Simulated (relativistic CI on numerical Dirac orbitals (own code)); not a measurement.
**F VIII: sensitivity of the levels to the model**

Base calculation: Dirac-Coulomb-Breit CI, separate exchange-only KLI orbitals for each configuration, model QED (radiative potential, 1s self-energy scaled to tabulated hydrogen-like ionisation energies), unscaled Slater integrals.

Configurations in the expansion: 1s², 1s2s, 1s2p, 1s3s, 1s3p, 1s3d, 1s4s, 1s4p, 1s4d, 1s4f, 1s5s, 1s5p, 1s5d, 1s5f, 1s5g, 1s6s, 1s6p, 1s6d. Levels of other configurations are missing.

Variants: (1) QED terms removed; (2) Breit term removed. Shifts of the energy above 1s² ¹S0, in eV, for the lowest level and the first level of each name with at least 55 % of one term (blank where a level changes its place among those of its configuration and J or its character, or is not in the variant):

```
    Level     Base    Δ(1)    Δ(2)
  1s² ¹S0    0.000   0.000   0.000
 1s2s ³S1  721.649  +0.077  +0.238
1s2p ³P°0  730.322  +0.089  +0.159
1s2p ³P°1  730.340  +0.089  +0.210
1s2p ³P°2  730.457  +0.088  +0.233
 1s2s ¹S0  730.742  +0.078  +0.196
1s2p ¹P°1  736.992  +0.089  +0.244
 1s3s ³S1  852.178  +0.085  +0.238
1s3p ³P°0  854.546  +0.088  +0.216
1s3p ³P°1  854.552  +0.088  +0.230
1s3p ³P°2  854.586  +0.088  +0.237
 1s3s ¹S0  854.653  +0.085  +0.225
 1s3d ³D1  855.810  +0.088  +0.234
 1s3d ³D2  855.812  +0.088  +0.238
 1s3d ³D3  855.823  +0.088  +0.239
 1s3d ¹D2  855.890  +0.088  +0.237
1s3p ¹P°1  856.486  +0.088  +0.239
 1s4s ³S1  896.676  +0.087  +0.238
1s4p ³P°0  897.648  +0.088  +0.228
1s4p ³P°1  897.651  +0.088  +0.234
1s4p ³P°2  897.665  +0.088  +0.237
 1s4s ¹S0  897.711  +0.086  +0.232
```

Ionisation energy from the two ground configurations alone: base 952.626 eV; Breit term removed 952.863 eV. The NIST ASD value (theoretical) is 953.898 eV.
